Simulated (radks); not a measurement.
Problem. The table gives one normalised radial function P(r) = r R(r) of Se9+ in [Ar] 3d7 (r in bohr). All-electron calculation, non-relativistic Kohn-Sham, LB94 model potential, spin-polarised, spherical densities, point nucleus; open shells are filled with parallel spins first. Program: a radial shooting solver on a logarithmic mesh with Libxc functionals.

r,P
0.00189,0.0000
0.002442,0.0000
0.003129,0.0000
0.004042,0.0000
0.005179,0.0001
0.006637,0.0002
0.008573,0.0004
0.01099,0.0008
0.01419,0.0017
0.01819,0.0034
0.0233,0.0068
0.0301,0.0136
0.03858,0.0262
0.04983,0.0501
0.06386,0.0914
0.08183,0.1607
0.1057,0.2752
0.1355,0.4392
0.175,0.6655
0.2242,0.9197
0.2873,1.1581
0.3712,1.3157
0.4756,1.3238
0.6144,1.1607
0.7873,0.8724
1.009,0.5393
1.303,0.2511
1.67,0.0850
2.157,0.0175
2.765,0.0021
3.543,0.0001

Which n and l does it have? It may be an empty orbital.

Solution. n = 3, l = 2: the number of nodes gives n - l - 1 = 0, the rise at small r (about r^(l+1)) gives l, and the extent must fit the shell. The curve is that of 3d down; the table hardly tells the two spins apart. 3d down: eigenvalue -256.35 eV, 0 radial nodes, <r> = 0.555 bohr, 90 % of the charge inside 0.893 bohr.
